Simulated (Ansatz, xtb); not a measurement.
Species: FeH, net charge 0, quartet state. The spin state was set by rule; other spins were not relaxed. 
Coordinates optimised at B3LYP-D3(BJ)/def2-TZVP (Ansatz, a quantum-chemistry and plane-wave program):
```
Fe
H 1 1.5707
```
Charge 0, spin multiplicity 4.

Harmonic wavenumbers from GFN2-xTB (xtb, at its own minimum), cm⁻¹: 889.

Problem. Give the harmonic wavenumbers at B3LYP-D3(BJ)/def2-TZVP (Ansatz, finite differences of forces, unscaled).

Solution. 1764 cm⁻¹. Zero-point energy 2.5 kcal/mol.

Problem. From these and the geometry, give the ideal-gas thermochemistry at 298.15 K and 1 atm (rigid rotor, harmonic oscillator).

Solution. Point group C∞v, rotational symmetry number 1. Rotational constants 206.9, 206.9 GHz. S(trans) 38.03, S(rot) 8.75, S(vib) 0.00, S(elec, spin only) 2.75, S 49.5 cal/(mol K). H(298) - H(0) 2.07 kcal/mol; G - E(el) -10.2 kcal/mol.
